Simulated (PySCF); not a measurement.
Correlation energy of Ge²⁺ (germanium, charge +2)

[Ar] 3d10 4s1 5s1, high-spin 3S determinant (an excited configuration). Calculation: PySCF 2.14, in x2c-TZVPPall with one added diffuse shell each of s, p, d type (7s6p5d1f, 57 functions); scalar relativity by spin-free X2C-1e. Frozen: [Ar] 3d10; 2 electrons correlated.

With two correlated electrons CCSD is exact within the correlated space (frozen core and kept virtual orbitals).

| level | correlation energy (mhartree) |
| --- | --- |
| CCSD | -6.93 |

Diagnostics: T1 = 0.0052, D1 = 0.0104, largest double amplitude 0.054.

Problem. Is a single reference adequate?

Solution. Yes, within this model without spin-orbit coupling: T1 lies below 0.03 and no double amplitude reaches 0.07.
